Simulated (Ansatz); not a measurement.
Basis-set extrapolation for AlFH4OSi (`O[SiH](F)[AlH2]`) (PBE0-D4/def2-TZVP geometry, frozen core, Ansatz 0.2.0). Multiplicity 1, RHF reference.

```json
{"": "HF", "def2-TZVPP": "-707.680261", "def2-QZVPP": "-707.705455"}
{"": "MP2 correlation", "def2-TZVPP": "-0.686878", "def2-QZVPP": "-0.747214"}
{"": "CCSD(T) correlation", "def2-TZVPP": "-0.741127", "def2-QZVPP": "not run"}
```

Energies in hartree. Use E(X) = E(∞) + A·exp(−7.88·√X) for Hartree–Fock and E(X) = E(∞) + B·X^(−2.97) for correlation, with X = 3 and 4, and add CCSD(T) minus MP2 of the smaller set to the MP2 limit.

**Question.** What is the CCSD(T) energy at the basis-set limit?

**Answer.** HF limit: -707.705455 + (-0.025194) × 0.13774 = -707.70893. MP2 limit: -0.747214 + (-0.060336) × 0.74074 = -0.79191. Higher-order term: -0.741127 − (-0.686878) = -0.05425. Total: -708.55509 hartree, 83.9 kcal/mol below CCSD(T)/def2-TZVPP.
